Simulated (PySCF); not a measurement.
Species: C8H9 (charge +1).
Bonds: C1–C2, C2–C3 (aromatic), C3–C4 (aromatic), C4–C5 (aromatic), C5–C6 (aromatic), C6–C7 (aromatic), C7–C8 (aromatic), C2–C8 (aromatic). Hydrogens: H9, H10, H11 on C1; H12 on C3; H13 on C4; H14 on C5; H15 on C6; H16 on C7; H17 on C8.

Method: PBE0-D3(BJ)/def2-SVP geometry optimisation, gas phase in PySCF 2.14.0.

(1) List the bond lengths and angles at this level.

## Answers

(1) 
```
                 bond  length (Å)     order
                C1–C2       1.495    single
         C2–C3, C2–C8       1.409  aromatic
         C3–C4, C7–C8       1.391  aromatic
         C4–C5, C6–C7       1.400  aromatic
                C5–C6       1.390  aromatic
C1–H9, C1–H10, C1–H11       1.100    single
       C3–H12, C8–H17       1.095    single
       C4–H13, C7–H16       1.094    single
       C5–H14, C6–H15       1.094    single
```

Bonds in one row agree within 0.01 Å and their mean is given. Orders are formal, as drawn. A selection of angles:
```
   angle  degrees
C1–C2–C3    117.5
C3–C2–C8    124.9
C2–C3–C4    130.3
C3–C4–C5    129.4
C4–C5–C6    127.9
```

C5 (aromatic CH carbon) is planar (angles 127.9°, 116.2° and 115.9°, sum 360.0°, 0.00 Å off the plane of its three neighbours). Of the pairs four or more bonds apart, H10···H12 is among the closest relative to their van der Waals radii: 2.30 Å, 96 % of the sum of Bondi's values. C3 (aromatic CH carbon) is planar (angles 130.3°, 115.0° and 114.8°, sum 360.0°, 0.00 Å off the plane of its three neighbours). C4 (aromatic CH carbon) is planar (angles 129.4°, 115.4° and 115.2°, sum 360.0°, 0.00 Å off the plane of its three neighbours). C2 (substituted aromatic carbon) is planar (angles 124.9°, 117.6° and 117.5°, sum 360.0°, 0.01 Å off the plane of its three neighbours). The C–C distances run from 1.390 Å (C5–C6, aromatic) to 1.495 Å (C1–C2, drawn single), a spread of 0.105 Å. The 8 heavy atoms lie in one plane (0.007 Å rms).

Point group: Cs (every atom within 0.08 Å of its image). PBE0-D3(BJ)/def2-SVP frequencies: not computed here.
